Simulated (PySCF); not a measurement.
Molecule: `O[SiH](O)O[SiH3]`, H$_{6}$O$_{3}$Si$_{2}$.

Cartesian coordinates in Å; atom numbers follow the order of the lines, from 1:
```xyz
11

O    -2.1062    1.0010    0.0240
Si   -1.0338   -0.1600    0.4039
O    -1.3587   -1.4348   -0.5343
O     0.4656    0.3615    0.1034
Si    2.0260    0.1280   -0.2556
H    -1.9633    1.8914    0.3286
H    -1.0981   -0.5136    1.8112
H    -2.2399   -1.5402   -0.8809
H     2.1628   -0.9659   -1.2135
H     2.7112   -0.1804    1.0004
H     2.4399    1.4156   -0.8131
```

Frames of a GFN2-xTB Langevin trajectory at 200 K; GIAO PBE0/pcSseg-1 shieldings in PySCF 2.14, gas phase, non-relativistic; equivalent atoms averaged within each frame.

Referencing at the same level of theory: H2O for 17O (σref 336.08); 29Si (σref 349.16) and 1H (σref 31.72) against TMS. The references are static minima.

**Question.** How do the shifts (ppm) fluctuate along the trajectory?

**Answer.** 
| time (fs) | O1/O3 | O4 | Si5 | Si2 | H9/H10/H11 | H7 | H6/H8 |
| --- | --- | --- | --- | --- | --- | --- | --- |
| optimised geometry | 52.4 | 52.9 | -45.2 | -63.9 | 5.20 | 4.58 | 2.04 |
| 250 | 58.1 | 45.1 | -43.5 | -62.8 | 5.31 | 4.00 | 2.24 |
| 425 | 57.4 | 56.3 | -46.0 | -63.2 | 5.36 | 4.68 | 1.90 |
| 625 | 62.5 | 45.8 | -39.1 | -62.7 | 5.30 | 4.58 | 1.88 |
| 800 | 56.8 | 60.0 | -46.6 | -61.0 | 5.51 | 3.88 | 1.73 |
| 1000 | 57.4 | 60.0 | -51.4 | -66.2 | 5.04 | 3.91 | 2.63 |
| mean of frames | 58.4 | 53.4 | -45.3 | -63.2 | 5.31 | 4.21 | 2.08 |
| standard deviation | 2.3 | 7.5 | 4.5 | 1.9 | 0.17 | 0.39 | 0.36 |

5 frames give an uncertainty of the mean of about the standard deviation over 2.2 at best, since frames this close in time may not be independent; classical motion lacks zero-point vibration, and the reference would need the same averaging.
